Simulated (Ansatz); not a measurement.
The same path of AlBrF₂H₂ (6 atoms, charge 0, multiplicity 1) was run twice with different band settings. Lost on the way: Al1–H2, Br5–H6. Made: H2–H6.

All numbers below come from RKS LDA/def2-mTZVP in Ansatz 0.2.0.

Relaxed end points:

```xyz
6
Properties=species:S:1:pos:R:3
Al 0.050 0.142 0.090
H 0.153 0.946 1.445
F 1.338 0.040 -0.943
F -1.451 -0.136 -0.549
Br 0.501 -2.309 0.963
H -0.435 -2.216 2.068
```

```xyz
6
Properties=species:S:1:pos:R:3
Al 0.050 -0.696 -0.099
H -0.128 0.313 1.742
F 1.336 0.271 -0.411
F -1.450 -0.137 -0.447
Br 0.360 -2.852 0.335
H -0.012 -0.431 1.955
```

Common settings: movable images 9; climbing image yes; spring 5.0 eV/Å²; optimiser quadratic models (default); force threshold 0.05 eV/Å; iteration limit 60; end points relaxed.

| run | start path |
| --- | --- |
| 1 | through a guess of the saddle point |
| 2 | straight line |

(1) What does each run give, and how far can it be trusted?

## Answers

(1) Run 1: converged after 13 iterations, highest image 0.157 eV above the first end. A vibrational analysis at the climbing image gives one clearly imaginary mode, 353i cm⁻¹: a first-order saddle point.
Run 2: converged after 16 iterations, highest image 0.157 eV above the first end. Another band between the same ends (9 images) ends at a top of the same energy, where a vibrational analysis finds 1 clearly imaginary mode.
The orbitals stay closed-shell, which can raise the energy where a bond breaks towards radicals; this wasn't checked here.
